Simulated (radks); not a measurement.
In47.875+, configuration 1s(up 1, down 0.125) (fractional occupations, a model configuration).

Calculated with a radial shooting solver on a logarithmic mesh with Libxc functionals: scalar-relativistic Kohn-Sham, r2SCAN, spin-polarised, spherical densities, finite nucleus; meta-GGA in the generalised Kohn-Sham scheme; Fermi nuclear charge, rms radius 4.6156 fm.

Energy parts (hartree):
total: -1393.51397
kinetic: 1491.91449
electron-nucleus: -2888.65483
Hartree: 20.34265
exchange-correlation: -17.11628

Orbitals (lengths in bohr, moments of r in powers of bohr; r(max) is where P^2 peaks):
orbital   occ.  eigenvalue (hartree)  <1/r>   r(max)      <r>      <r^4>
1s up        1             -1226.950  52.42  0.01907  0.02930  3.458e-06
1s down  0.125             -1216.149  52.24  0.01913  0.02942  3.520e-06

The highest occupied level is 1s down at -33093 eV. Summed over all electrons, <r^2> = 0.001304 bohr^2, which gives a Langevin (diamagnetic) susceptibility term of -0.00103 x 10^-6 cm^3/mol. The density falls to 0.001 e/bohr^3 at r = 0.18 bohr. The spin density at the nucleus is 70505 e/bohr^3 (1s 70505). Spin moment in Bohr magnetons: 0.875.
